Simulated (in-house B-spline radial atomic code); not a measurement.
Radial electron density of S7+, [He] 2s2 2p5. Method: non-relativistic AM05, spin-polarised, spherical fractional occupations, point nucleus. Calculated with an all-electron radial atomic-structure program (B-spline basis).

Columns: r (bohr), 4πr²n(r) (electrons per bohr), bar.

```
 0.00364   0.3937 #
 0.00424    0.524 #
 0.00494   0.6956 ##
 0.00575   0.9183 ##
  0.0067     1.21 ###
 0.00781    1.586 ####
 0.00909    2.063 #####
  0.0106    2.673 ######
  0.0123    3.409 ########
  0.0144    4.369 ###########
  0.0167    5.461 #############
  0.0195     6.81 ################
  0.0227    8.336 ####################
  0.0265    10.07 ########################
  0.0308    11.87 #############################
  0.0359    13.72 #################################
  0.0418    15.45 #####################################
  0.0487     16.9 #########################################
  0.0568    17.88 ###########################################
  0.0661    18.21 ############################################
  0.0771     17.8 ###########################################
  0.0898    16.69 ########################################
   0.105    15.03 ####################################
   0.122    13.31 ################################
   0.142     11.9 #############################
   0.165    11.22 ###########################
   0.193    11.52 ############################
   0.224    12.63 ###############################
   0.261    14.16 ##################################
   0.304    15.39 #####################################
   0.355    15.62 ######################################
   0.413    14.48 ###################################
   0.481    12.06 #############################
   0.561     8.87 #####################
   0.653    5.704 ##############
   0.761    3.123 ########
   0.886    1.437 ###
    1.03   0.5453 #
     1.2   0.1617 
     1.4  0.03604 
    1.63 0.005994
```

On this grid the curve has 2 maxima, near 0.0661, 0.355 bohr.

The 2p down radial function P(r) = rR(r), positive near the nucleus:

```json
{"r (bohr)": "0.00364", "P": "0.001752"}
{"r (bohr)": "0.00494", "P": "0.003193"}
{"r (bohr)": "0.0067", "P": "0.005792"}
{"r (bohr)": "0.00909", "P": "0.01046"}
{"r (bohr)": "0.0123", "P": "0.01867"}
{"r (bohr)": "0.0167", "P": "0.03325"}
{"r (bohr)": "0.0227", "P": "0.05861"}
{"r (bohr)": "0.0308", "P": "0.1013"}
{"r (bohr)": "0.0418", "P": "0.1714"}
{"r (bohr)": "0.0568", "P": "0.2824"}
{"r (bohr)": "0.0771", "P": "0.4472"}
{"r (bohr)": "0.105", "P": "0.6764"}
{"r (bohr)": "0.142", "P": "0.951"}
{"r (bohr)": "0.193", "P": "1.237"}
{"r (bohr)": "0.261", "P": "1.444"}
{"r (bohr)": "0.355", "P": "1.474"}
{"r (bohr)": "0.481", "P": "1.266"}
{"r (bohr)": "0.653", "P": "0.8688"}
{"r (bohr)": "0.886", "P": "0.4443"}
{"r (bohr)": "1.2", "P": "0.1546"}
{"r (bohr)": "1.63", "P": "0.03127"}
```
